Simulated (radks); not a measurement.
The numbers below are computed, except where a source is named.
Problem. Ca II, configuration [Ar] 4s1 (the NIST ground configuration). Level of theory: Dirac Kohn-Sham, LDA (Slater exchange, Perdew-Wang correlation), spin-unpolarised, spherical densities, point nucleus (a radial shooting solver on a logarithmic mesh with Libxc functionals).

Spin-orbit splittings of the eigenvalues, e(l+1/2) - e(l-1/2), with zeta = 2 splitting/(2l+1) and mean radii in bohr:

| shell | occ. | splitting (eV) | zeta (eV) | <r> j=l-1/2 | <r> j=l+1/2 |
|---|---|---|---|---|---|
| 2p | 6 | 3.677 | 2.451 | 0.3266 | 0.3292 |
| 3p | 6 | 0.3913 | 0.2609 | 1.263 | 1.271 |
| 3d | 0 | 0.02085 | 0.008338 | 1.960 | 1.964 |
| 4p | 0 | ? | ? | 4.333 | 4.352 |

Estimate the 4p splitting.

Solution. 0.03315 eV (zeta = 0.02210 eV).
